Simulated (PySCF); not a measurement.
A structure optimised at PBE0-D3(BJ)/def2-SVP, used in a PySCF frequency run:

```xyz
12

C      0.0000     1.2856    -1.4013
C      0.0000     0.0000    -0.6347
C      0.0000    -1.2856    -1.4013
C      0.0000     0.0000     0.6961
F      0.0000    -1.0782     1.4530
F      0.0000     1.0782     1.4530
H      0.8856     1.3476    -2.0558
H      0.0000     2.1630    -0.7419
H     -0.8856     1.3476    -2.0558
H      0.0000    -2.1630    -0.7419
H     -0.8856    -1.3476    -2.0558
H      0.8856    -1.3476    -2.0558
```

Task: Write its SMILES, formula and point group.

Result: CC(C)=C(F)F, C₄H₆F₂, C2v

Task: What are its rotational constants (standard atomic weights)?

Result: 4.8692, 3.2054, 1.9809 GHz
